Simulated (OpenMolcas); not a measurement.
Multiplet structure of S

```yaml
Program: OpenMolcas 26.06
Method: "SS-CASPT2, IPEA 0.25 Eh, imaginary shift 0.1 Eh (closed shells correlated: 2s 2p)"
Basis: ANO-RCC-VQZP [6s5p3d2f1g]
Scalar_Hamiltonian: DKH2, point nucleus
Active_space: 6 electrons in 8 orbitals (3s 3p 4s 4p)
State_averaging: 2S+1 = 3 even, 3 roots; 2S+1 = 1 even, 6 roots; 2S+1 = 3 odd, 3 roots (0 in the spin-orbit step)
Spin-orbit_coupling: RASSI with atomic mean-field integrals over the reference wave functions, term energies averaged over their components
```

Spin-free terms above the lowest, with the occupations of the reference (each correlating shell added to its valence partner):

```csv
Configuration,Term,E (cm-1),Occupations
3s2 3p4,3P,0.0,3s 2.00 3p 4.00
3s2 3p4,1D,9350,3s 2.00 3p 4.00
3s2 3p4,1S,22110,3s 1.93 3p 4.07
```

With spin-orbit coupling, above the lowest level:

```json
{"Configuration": "3s2 3p4", "Term": "3P", "J": "2", "E (cm-1)": "0.0", "Measured (cm-1)": "0.0", "g": "1.501", "Term weight %": "100"}
{"Configuration": "3s2 3p4", "Term": "3P", "J": "1", "E (cm-1)": "361", "Measured (cm-1)": "396", "g": "1.501", "Term weight %": "100"}
{"Configuration": "3s2 3p4", "Term": "3P", "J": "0", "E (cm-1)": "525", "Measured (cm-1)": "574", "g": "", "Term weight %": "100"}
{"Configuration": "3s2 3p4", "Term": "1D", "J": "2", "E (cm-1)": "9540", "Measured (cm-1)": "9239", "g": "1.000", "Term weight %": "100"}
{"Configuration": "3s2 3p4", "Term": "1S", "J": "0", "E (cm-1)": "22310", "Measured (cm-1)": "22180", "g": "", "Term weight %": "100"}
```

Against the 4 measured excited levels shown (NIST Handbook of Basic Atomic Spectroscopic Data) the mean absolute deviation is 130 cm-1; the largest miss in energy is 3s2 3p4 1D2: computed 9540, measured 9239 cm-1 (+3.3 %), and the largest in proportion 3s2 3p4 3P1 (-9.0 %).

Spin-orbit coupling puts the lowest level 184 cm-1 below the lowest spin-free term.

For 3P the intervals divided by the larger J are -164.7, -180.3 cm-1. Landé's interval rule makes them equal in pure LS coupling; they differ by 9 % of their mean. The multiplet is inverted.

CASPT2 breaks the degeneracy within a term, and the mean is taken; among the terms shown or strongly mixed into the levels shown the widest spread is 53 cm-1 (3s2 3p4 1D). Active for correlation alone: 4p 4s; no level in the range computed is led by a configuration that fills them, so any true level of that kind is missing. No level of 3s 3p5 was computed, though it lies in the active space. Measured partners are found by configuration, term and J. A level has none where our copy of the source lacks it or the pairing is in doubt (some pairs that miss far off the trend of their configuration count as doubtful), and it then counts in no deviation. Levels of configurations outside the active space are missing. The first state left out of the spin-orbit step lies near 92000 cm-1 above the lowest spin-free state of the reference (among the parities and spins computed), and the list stops at four fifths of that energy or lower.

The term weight is that of the spin-free term in the level, not the purity of its configuration.
